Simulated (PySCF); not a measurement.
# What a mistake does to a calculation on ClH4NSi2

These are calculations, not measurements. The program is PySCF 2.14.0, an open-source quantum chemistry code, run on an isolated molecule that a program drew, which may never have been made. The molecule is ClH4NSi2 (charge 0, singlet), drawn as the SMILES string `N[Si][SiH2]Cl`.

Each row is a Hartree-Fock (HF) and frozen-core CCSD(T) single point in the cc-pV(D+d)Z basis, meant for a local HF minimum. Run 1 is clean. Each other run has one planted mistake out of seven kinds, and not every kind appears here: one electron removed, one electron added, multiplicity raised by two, geometry at a saddle point, minimal basis STO-3G, one bond length entered in bohr, all coordinates scaled. The reference is restricted for singlets and unrestricted otherwise, and also for a bond in bohr. Adding or removing an electron swaps singlet and doublet. Electrons count all cores. HOMO and LUMO are orbital energies over both spins, the gradient is its largest component, and the lowest frequency (negative if imaginary) is given only where the gradient is small. Bond lengths are over the 7 bonds as drawn. T1 is the CCSD diagnostic: over 0.02 (restricted) or 0.045 (unrestricted) a single reference is doubtful.

Geometry of the clean run:
```xyz
8
ClH4NSi2, angstrom
N    -1.9774    0.7355   -0.3140
Si   -0.4426    1.2569   -0.8356
Si    0.5841    1.3521    1.3662
Cl    2.0319   -0.1689    1.4219
H    -2.7071    0.5453   -0.9769
H    -2.2849    0.5527    0.6233
H     1.2980    2.6173    1.6499
H    -0.3417    1.0855    2.4958
```

| run | electrons | basis functions | <S^2> | HOMO (eV) | LUMO (eV) | gradient (hartree/bohr) | lowest frequency (cm^-1) | mean bond (Å) | longest bond (Å) | T1 | HF (hartree) | CCSD(T) (hartree) | mistake |
|---|---|---|---|---|---|---|---|---|---|---|---|---|---|
| 1 | 56 | 103 | 0.000 | -8.42 | 1.17 | 3.5e-06 | 29 | 1.6010 | 2.431 | 0.0154 | -1094.19644 | -1094.75472 | no fault |
| 2 | 56 | 103 | 0.000 | -7.95 | 1.74 | 1.1e-01 | - | 1.4553 | 2.210 | 0.0128 | -1094.11605 | -1094.66539 | all coordinates scaled |
| 3 | 55 | 103 | 0.783 | -15.91 | -6.38 | 4.7e-02 | - | 1.6010 | 2.431 | 0.0221 | -1093.92530 | -1094.45986 | one electron removed |
| 4 | 56 | 103 | 1.075 | -8.19 | -0.75 | 6.1e-03 | - | 1.8680 | 3.970 | 0.0360 | -1094.07900 | -1094.61292 | one bond length entered in bohr |
| 5 | 56 | 103 | 2.013 | -6.92 | 0.08 | 3.6e-02 | - | 1.6010 | 2.431 | 0.0212 | -1094.14231 | -1094.67662 | ? |

**Which mistake was planted in run 5, and what did it cost?**

Electrons, basis and geometry are unchanged, and <S^2> is 2.013, beside S(S+1) = 2.00 for a multiplicity of 3. So the mistake is: multiplicity raised by two. Subtracting run 1 and multiplying by 627.51 kcal/mol a hartree, the energy moved by 34.0 kcal/mol in HF and 49.0 kcal/mol in CCSD(T).

